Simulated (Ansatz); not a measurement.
## A geometry optimisation of CH3FSZn with PBE-D3(BJ)/def2-SVP

The starting geometry of this gas-phase singlet is a saddle point at PBE-D3(BJ)/def2-SVP, pushed by 0.25 Å along its imaginary mode; its bonds are those of `F[CH2][Zn][SH]`.

```json
{"atom": "C", "x (Å)": "-1.1081", "y (Å)": "-0.3179", "z (Å)": "0.7367"}
{"atom": "F", "x (Å)": "-0.1896", "y (Å)": "0.1791", "z (Å)": "1.6565"}
{"atom": "S", "x (Å)": "-0.9870", "y (Å)": "1.7407", "z (Å)": "-2.9004"}
{"atom": "Zn", "x (Å)": "-1.0349", "y (Å)": "0.6636", "z (Å)": "-0.9826"}
{"atom": "H", "x (Å)": "-0.9094", "y (Å)": "-1.3929", "z (Å)": "0.5617"}
{"atom": "H", "x (Å)": "-2.1277", "y (Å)": "-0.2484", "z (Å)": "1.1786"}
{"atom": "H", "x (Å)": "0.1758", "y (Å)": "2.4073", "z (Å)": "-2.5280"}
```

**Question.** Predict what it relaxes into with PBE-D3(BJ)/def2-SVP.

**Answer.** It keeps its bonds, and is `F[CH2][Zn][SH]`.

The energy falls by 0.02 eV over 31 steps:

```tsv
step	E − E(last) (eV)
1	0.016
4	0.006
8	0.006
11	0.005
14	0.003
18	0.001
21	0.001
24	0.000
28	0.000
31	0.000
```

Final geometry (Å):

```yaml
atoms:
  - { symbol: C, position_ang: [-1.0939, -0.3001, 0.7394] }
  - { symbol: F, position_ang: [-0.4352, 0.2458, 1.8381] }
  - { symbol: S, position_ang: [-1.0494, 2.1816, -2.6120] }
  - { symbol: Zn, position_ang: [-1.0516, 0.8792, -0.8451] }
  - { symbol: H, position_ang: [-0.6296, -1.2842, 0.4948] }
  - { symbol: H, position_ang: [-2.1523, -0.5098, 1.0224] }
  - { symbol: H, position_ang: [0.2310, 1.8190, -2.9151] }
```

Frequencies at the end are all real (lowest 54 cm⁻¹). Run with Ansatz 0.2.0, 2 min on 2 threads of AMD EPYC (Zen 3), with other jobs on the host.
